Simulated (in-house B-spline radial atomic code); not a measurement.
## Ionising Ta3+ with different functionals

Computed with a B-spline radial code for spherical atoms: four-component Dirac-Coulomb Hamiltonian, Fermi nucleus of rms radius 5.3507 fm, spin-restricted, spherical fractional occupations for the functionals, and exact exchange of hybrids averaged over the configuration. The ionisation energy is the difference of two self-consistent energies, [Xe] 4f14 5d2 → [Xe] 4f14 5d1, without Breit or QED terms; ε is the level of the shell that loses the electron (mean over j). The electron is taken from both j subshells in proportion to 2j + 1, so the result is a j average, not the step between ground levels.

```json
{"method": "BHandHLYP", "rung": "global hybrid", "ΔSCF (eV)": "?", "-ε(5d) (eV)": "?"}
{"method": "PBE0", "rung": "global hybrid", "ΔSCF (eV)": "35.01", "-ε(5d) (eV)": "30.69"}
{"method": "HSE06", "rung": "range-separated hybrid", "ΔSCF (eV)": "34.99", "-ε(5d) (eV)": "30.27"}
{"method": "LC-wPBE", "rung": "range-separated hybrid", "ΔSCF (eV)": "?", "-ε(5d) (eV)": "?"}
```

(1) What does LC-wPBE give?

(2) What does BHandHLYP give?

(3) Among the functionals, which spreads more, the ΔSCF values or the orbital energies?

(4) How do they compare with the NIST value?

Results:

(1) ΔSCF 34.95 eV, and -ε(5d) = 33.52 eV.

(2) ΔSCF 35.01 eV, and -ε(5d) = 32.26 eV.

(3) The orbital energies: ΔSCF values span about 0.06 eV and the orbital energies 3.25 eV; here energy differences depend much less on the functional than eigenvalues do.

(4) NIST lists 35 eV ± 1.7 (tabulated theory, ground level to ground level). Errors run from -0.05 to +0.01 eV; all lie within about twice that uncertainty, so the table can't rank the methods.
